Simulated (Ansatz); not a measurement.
A first, cheap relaxation of C₂H₆BFN₂, SMILES `BN(C=N)CF`.

```yaml
crystal:
  periodic: [false, false, false]
  atoms:
    - {symbol: B, position_ang: [-1.136900, -1.206300, -0.688400]}
    - {symbol: N, position_ang: [-0.123900, -0.239600, -0.106200]}
    - {symbol: C, position_ang: [0.596100, -0.704300, 1.019200]}
    - {symbol: N, position_ang: [1.506800, 0.074200, 1.695200]}
    - {symbol: C, position_ang: [0.056300, 1.100800, -0.680200]}
    - {symbol: F, position_ang: [-0.517000, 2.057300, 0.181700]}
    - {symbol: H, position_ang: [-1.822900, -0.803500, -1.606800]}
    - {symbol: H, position_ang: [-1.324500, -2.223000, -0.257200]}
    - {symbol: H, position_ang: [0.520500, -1.714800, 1.405100]}
    - {symbol: H, position_ang: [1.599200, 1.068300, 1.490800]}
    - {symbol: H, position_ang: [-0.429900, 1.196300, -1.643300]}
    - {symbol: H, position_ang: [1.153300, 1.339500, -0.775900]}
basis:
  gaussian: {orbitals: def2-SVP}
hamiltonian: {xc: pbe, dispersion: d4}
relax: {f_tol: 0.03, max_steps: 200}
```

```sh
$ ansatz run in.yaml --threads 4 --pin off --events-out ev --progress --plain --max-ram 10444MiB
```

It prints (some lines left out):

```
Functional definition: PBE
mean field -8527.61110293 eV, -313.3839278101 hartree, gradient 1.4e-5 eV, S^2 0.000000; 0 other end points of the search recorded, 0 dependent functions left out
relax step   1: F+E_penalty+E_count = -8527.83962107 eV  Δ(F+E_penalty+E_count) = +0.000e0 eV  max|allowed force component| = 5.805e0 eV/Å  Δτ_max = 0.0000 Å  (32 SCF iters, accepted)
mean field -8528.30116379 eV, -313.4092870791 hartree, gradient 2.5e-5 eV, S^2 0.000000; 0 other end points of the search recorded, 0 dependent functions left out
relax step   2: F+E_penalty+E_count = -8528.53353073 eV  Δ(F+E_penalty+E_count) = -6.939e-1 eV  max|allowed force component| = 1.929e0 eV/Å  Δτ_max = 0.1351 Å  (30 SCF iters, accepted)
mean field -8528.39675413 eV, -313.4127999593 hartree, gradient 2.0e-5 eV, S^2 0.000000; 0 other end points of the search recorded, 0 dependent functions left out
relax step   3: F+E_penalty+E_count = -8528.63060525 eV  Δ(F+E_penalty+E_count) = -9.707e-2 eV  max|allowed force component| = 1.452e0 eV/Å  Δτ_max = 0.1325 Å  (30 SCF iters, accepted)
mean field -8528.45482905 eV, -313.4149341734 hartree, gradient 1.2e-5 eV, S^2 0.000000; 0 other end points of the search recorded, 0 dependent functions left out
relax step   4: F+E_penalty+E_count = -8528.68845773 eV  Δ(F+E_penalty+E_count) = -5.785e-2 eV  max|allowed force component| = 4.704e-1 eV/Å  Δτ_max = 0.0367 Å  (32 SCF iters, accepted)
mean field -8528.46169653 eV, -313.4151865485 hartree, gradient 2.4e-5 eV, S^2 0.000000; 0 other end points of the search recorded, 0 dependent functions left out
relax step   5: F+E_penalty+E_count = -8528.69551284 eV  Δ(F+E_penalty+E_count) = -7.055e-3 eV  max|allowed force component| = 2.448e-1 eV/Å  Δτ_max = 0.0255 Å  (31 SCF iters, accepted)
mean field -8528.46406212 eV, -313.4152734824 hartree, gradient 2.4e-5 eV, S^2 0.000000; 0 other end points of the search recorded, 0 dependent functions left out
relax step   6: F+E_penalty+E_count = -8528.69797669 eV  Δ(F+E_penalty+E_count) = -2.464e-3 eV  max|allowed force component| = 9.523e-2 eV/Å  Δτ_max = 0.0250 Å  (31 SCF iters, accepted)
mean field -8528.46447676 eV, -313.4152887201 hartree, gradient 2.4e-5 eV, S^2 0.000000; 0 other end points of the search recorded, 0 dependent functions left out
relax step   7: F+E_penalty+E_count = -8528.69842046 eV  Δ(F+E_penalty+E_count) = -4.438e-4 eV  max|allowed force component| = 2.301e-2 eV/Å  Δτ_max = 0.0112 Å  (32 SCF iters, accepted)
mean field -8528.46447676 eV, -313.4152887201 hartree, gradient 3.1e-5 eV, S^2 0.000000; 1 other end points of the search recorded, 0 dependent functions left out
Total energy: -8528.69845365 eV, -313.4238872123 hartree
Atom 0 at    -1.122323    -1.134232    -0.661759 Å, force     0.002811     0.007631    -0.002157 eV/Å
Atom 1 at    -0.155007    -0.254722    -0.108557 Å, force    -0.004512     0.015112    -0.001792 eV/Å
Atom 2 at     0.641912    -0.636602     1.012986 Å, force    -0.004352    -0.005193    -0.003938 eV/Å
Atom 3 at     1.430828     0.084139     1.706892 Å, force    -0.007116    -0.007333     0.001119 eV/Å
Atom 4 at     0.071099     1.070670    -0.641369 Å, force     0.009712    -0.023013    -0.009354 eV/Å
Atom 5 at    -0.388763     2.045512     0.227648 Å, force     0.000764     0.013159     0.008860 eV/Å
Atom 6 at    -1.784943    -0.751534    -1.602355 Å, force    -0.005874     0.000519    -0.007703 eV/Å
Atom 7 at    -1.242567    -2.238809    -0.176825 Å, force     0.003838    -0.008789     0.005370 eV/Å
Atom 8 at     0.514277    -1.710638     1.255467 Å, force     0.009308     0.000538     0.006357 eV/Å
Atom 9 at     1.413911     1.075637     1.413187 Å, force     0.001027     0.005694    -0.000192 eV/Å
Atom 10 at    -0.464675     1.160230    -1.606701 Å, force    -0.003576     0.001439     0.003991 eV/Å
Atom 11 at     1.163352     1.235250    -0.784614 Å, force    -0.002029     0.000235    -0.000561 eV/Å
Dipole moment:    -0.005731     0.050663    -0.450350 e Å
```

It took 4.5 s on 4 threads of an AMD EPYC 9R45 on a shared host, with 0.17 GiB of host memory at the peak.
